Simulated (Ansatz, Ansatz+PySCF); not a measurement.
```xyz
8

Li   -0.8597   -0.8957   -0.8851
F    -0.9644   -0.9045    0.9321
F    -0.9933    0.9720   -0.9514
Li   -0.8254    0.8315    0.8239
F     0.9397   -0.9953   -0.9654
Li    0.8569   -0.9044    0.8447
Li    0.8854    0.8924   -0.8397
F     0.9017    0.9352    0.9404
```

RHF on singlet Li4F4 was run in several spherical basis sets with Ansatz (development build ahead of 0.2.0).

Q: Rank the basis sets by the total energy that they give, lowest first, with the distance from the lowest.
A. cc-pVDZ
B. 6-31G
C. STO-3G
D. def2-SVP
E. 6-31G(d)
F. def2-TZVP

A: F (0.00 eV), A (3.35 eV), E (4.40 eV), B (5.13 eV), D (13.43 eV), C (165.98 eV).

Totals follow the description of the cores as much as that of the bonds, so this order isn't one of quality for chemistry.
